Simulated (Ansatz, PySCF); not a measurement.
In(Br)(OH)2 (BrH2InO2), SMILES [OH][In]([OH])[Br]. Atoms are numbered in the order given.

```xyz
6

In     0.0346    -0.6948     0.0000
Br    -0.0661     1.7887     0.0000
O     -1.6639    -1.7396     0.0000
H     -1.4740    -2.6901     0.0000
O      1.7840    -1.6658     0.0000
H      2.5309    -1.0492     0.0000
```
Charge 0, spin multiplicity 1.

Coordinates come from a B3LYP-D3(BJ)/def2-SVP optimisation. The def2 effective core potentials stand for the cores of In; spin–orbit coupling is left out. One conformer was computed; it need not be the lowest.

Two levels are set side by side: PBE-D3(BJ)/def2-SVP (Ansatz, a first-principles code) and B3LYP-D3(BJ)/def2-SVP (Ansatz). Each level has its own optimised geometry; the coordinates shown are those of the second. Frequencies come from the Hessian of PySCF at each geometry. Differences are taken from unrounded values.

| quantity | B3LYP-D3(BJ) |
|---|---|
| mean bond length (Å) | 1.684 |
| bond In1–Br2 (Å) | 2.486 |
| bond In1–O3 (Å) | 1.994 |
| bond In1–O5 (Å) | 2.001 |
| bond O3–H4 (Å) | 0.969 |
| bond O5–H6 (Å) | 0.969 |
| highest harmonic wavenumber (cm⁻¹) | 3815 |
| mean harmonic wavenumber (cm⁻¹) | 969 |
| zero-point energy (kcal/mol) | 16.63 |

What does PBE-D3(BJ) give, and how far is it from B3LYP-D3(BJ)? (The exact figures need the calculation; the answer reports its results.)


```tsv
quantity	PBE-D3(BJ)	PBE-D3(BJ) minus B3LYP-D3(BJ)
mean bond length (Å)	1.695	0.012
bond In1–Br2 (Å)	2.491	0.006
bond In1–O3 (Å)	2.010	0.016
bond In1–O5 (Å)	2.018	0.017
bond O3–H4 (Å)	0.979	0.010
bond O5–H6 (Å)	0.978	0.010
highest harmonic wavenumber (cm⁻¹)	3696	-119
mean harmonic wavenumber (cm⁻¹)	943	-26
zero-point energy (kcal/mol)	16.18	-0.45
```

GGA bonds tend to be longer and softer than those of functionals with exact exchange. Differences between two approximate levels are no errors against the true value.
